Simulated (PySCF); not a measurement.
F₄Sn, charge +1, doublet, geometry from GFN2-xTB (such geometries of metal compounds can be far from the true shape) (a state made from the parent by changing its charge; the spin is typed, not shown lowest) (all electrons, no relativity); M062X/3-21G in PySCF.

Input for PySCF:
```python
from pyscf import gto, scf, dft

mol = gto.M(
    atom='''
F    -1.10898157   -1.21887958   -1.37502320
Sn   -0.00000000    0.00000000    0.00000000
F    -1.66421717    1.27403636    0.46196203
F     0.90466965    0.21136445    1.93470780
F     1.86852910   -0.26652123   -1.02164662
''',
    basis='3-21g',
    charge=1,
    spin=1,
    verbose=4,
)

mf = dft.UKS(mol)
mf.xc = 'm062x'
mf.kernel()
```

It wrote (shortened):

```
PySCF version 2.14.0

[INPUT] verbose = 4
[INPUT] num. atoms = 5
[INPUT] num. electrons = 85
[INPUT] charge = 1
[INPUT] spin (= nelec alpha-beta = 2S) = 1
[INPUT] symmetry False subgroup None
[INPUT] Mole.unit = angstrom
[INPUT] Symbol           X                Y                Z      unit          X                Y                Z       unit  Magmom
[...]
nuclear repulsion = 519.072396588411
number of shells = 33
number of NR pGTOs = 141
number of NR cGTOs = 67
basis = 3-21g
ecp = {}

******** <class 'pyscf.dft.uks.UKS'> ********
method = UKS
initial guess = minao
damping factor = 0
level_shift factor = 0
DIIS = <class 'pyscf.scf.diis.CDIIS'>
diis_start_cycle = 1
diis_space = 8
diis_damp = 0
SCF conv_tol = 1e-09
SCF conv_tol_grad = None
SCF max_cycles = 50
direct_scf = True
direct_scf_tol = 1e-13
number electrons alpha = 43  beta = 42
XC library pyscf.dft.libxc version 7.1.2
    S. Lehtola, C. Steigemann, M. J. T. Oliveira, and M. A. L. Marques,  SoftwareX 7, 1–5 (2018)
XC functionals = m062x
    Y. Zhao and D. G. Truhlar,  Theor. Chem. Acc. 120, 215 (2008)
    Y. Zhao and D. G. Truhlar,  Theor. Chem. Acc. 120, 215 (2008)
radial grids:
    Treutler-Ahlrichs [JCP 102, 346 (1995); DOI:10.1063/1.469408] (M4) radial grids

becke partition: Becke, JCP 88, 2547 (1988); DOI:10.1063/1.454033
pruning grids: <function nwchem_prune>
grids dens level: 3
symmetrized grids: False
atomic radii adjust function: <function treutler_atomic_radii_adjust>
small_rho_cutoff = 0
Set gradient conv threshold to 3.16228e-05
tot grids = 79008
init E= -6382.45516834913

cycle= 1 E= -6395.50932088567  delta_E= -13.1  |g|= 0.484  |ddm|= 1.58
cycle= 2 E= -6395.46718859882  delta_E= 0.0421  |g|= 0.743  |ddm|= 1.25
cycle= 3 E= -6395.6656264329  delta_E= -0.198  |g|= 0.055  |ddm|= 0.556
cycle= 4 E= -6395.66707660502  delta_E= -0.00145  |g|= 0.0177  |ddm|= 0.0822
cycle= 5 E= -6395.66688072824  delta_E= 0.000196  |g|= 0.0308  |ddm|= 0.0349
cycle= 6 E= -6395.66722905112  delta_E= -0.000348  |g|= 0.00129  |ddm|= 0.022
cycle= 7 E= -6395.66723177536  delta_E= -2.72e-06  |g|= 0.00179  |ddm|= 0.00366
cycle= 8 E= -6395.66723308176  delta_E= -1.31e-06  |g|= 0.00142  |ddm|= 0.00163
cycle= 9 E= -6395.66723612746  delta_E= -3.05e-06  |g|= 0.00175  |ddm|= 0.00355
cycle= 10 E= -6395.66723295161  delta_E= 3.18e-06  |g|= 0.00116  |ddm|= 0.00416
cycle= 11 E= -6395.6672306816  delta_E= 2.27e-06  |g|= 0.000683  |ddm|= 0.00605
cycle= 12 E= -6395.66723068566  delta_E= -4.06e-09  |g|= 0.000213  |ddm|= 0.00141
cycle= 13 E= -6395.66723072536  delta_E= -3.97e-08  |g|= 0.000139  |ddm|= 0.00082
cycle= 14 E= -6395.66723075871  delta_E= -3.34e-08  |g|= 0.000183  |ddm|= 0.000357
cycle= 15 E= -6395.66723073218  delta_E= 2.65e-08  |g|= 0.000159  |ddm|= 0.000284
cycle= 16 E= -6395.66723070184  delta_E= 3.03e-08  |g|= 0.000105  |ddm|= 0.000597
cycle= 17 E= -6395.6672306885  delta_E= 1.33e-08  |g|= 4.59e-05  |ddm|= 0.000849
cycle= 18 E= -6395.66723069518  delta_E= -6.68e-09  |g|= 3.53e-05  |ddm|= 0.000312
cycle= 19 E= -6395.66723069873  delta_E= -3.55e-09  |g|= 3.08e-05  |ddm|= 0.000114
cycle= 20 E= -6395.6672306828  delta_E= 1.59e-08  |g|= 2.81e-05  |ddm|= 0.000354
cycle= 21 E= -6395.66723068174  delta_E= 1.06e-09  |g|= 3.35e-05  |ddm|= 9.8e-05
cycle= 22 E= -6395.66723068346  delta_E= -1.73e-09  |g|= 2.75e-05  |ddm|= 8.61e-05
cycle= 23 E= -6395.66723069652  delta_E= -1.31e-08  |g|= 2.58e-05  |ddm|= 0.000332
cycle= 24 E= -6395.66723070698  delta_E= -1.05e-08  |g|= 2.55e-05  |ddm|= 0.000252
cycle= 25 E= -6395.66723071213  delta_E= -5.16e-09  |g|= 2.56e-05  |ddm|= 0.000123
cycle= 26 E= -6395.66723070744  delta_E= 4.69e-09  |g|= 2.56e-05  |ddm|= 0.000113
cycle= 27 E= -6395.66723069706  delta_E= 1.04e-08  |g|= 2.51e-05  |ddm|= 0.000251
cycle= 28 E= -6395.66723065199  delta_E= 4.51e-08  |g|= 2.91e-05  |ddm|= 0.00118
cycle= 29 E= -6395.66723058921  delta_E= 6.28e-08  |g|= 2.7e-05  |ddm|= 0.00189
cycle= 30 E= -6395.66723057641  delta_E= 1.28e-08  |g|= 2.24e-05  |ddm|= 0.00046
cycle= 31 E= -6395.66723057046  delta_E= 5.95e-09  |g|= 2.06e-05  |ddm|= 0.000263
cycle= 32 E= -6395.66723056707  delta_E= 3.38e-09  |g|= 2.1e-05  |ddm|= 0.000114
cycle= 33 E= -6395.66723056359  delta_E= 3.48e-09  |g|= 2.19e-05  |ddm|= 0.000147
cycle= 34 E= -6395.66723056063  delta_E= 2.96e-09  |g|= 2.22e-05  |ddm|= 0.000186
cycle= 35 E= -6395.66723055845  delta_E= 2.18e-09  |g|= 2.22e-05  |ddm|= 7.24e-05
cycle= 36 E= -6395.66723055164  delta_E= 6.81e-09  |g|= 2.14e-05  |ddm|= 0.000248
cycle= 37 E= -6395.66723055266  delta_E= -1.02e-09  |g|= 2.3e-05  |ddm|= 6.75e-05
cycle= 38 E= -6395.66723055791  delta_E= -5.25e-09  |g|= 2.05e-05  |ddm|= 0.000224
cycle= 39 E= -6395.66723055776  delta_E= 1.54e-10  |g|= 2.05e-05  |ddm|= 2.51e-05
Extra cycle  E= -6395.66723056075  delta_E= -2.99e-09  |g|= 2.34e-05  |ddm|= 9e-05
converged SCF energy = -6395.66723056075  <S^2> = 0.75871421  2S+1 = 2.0086953
```
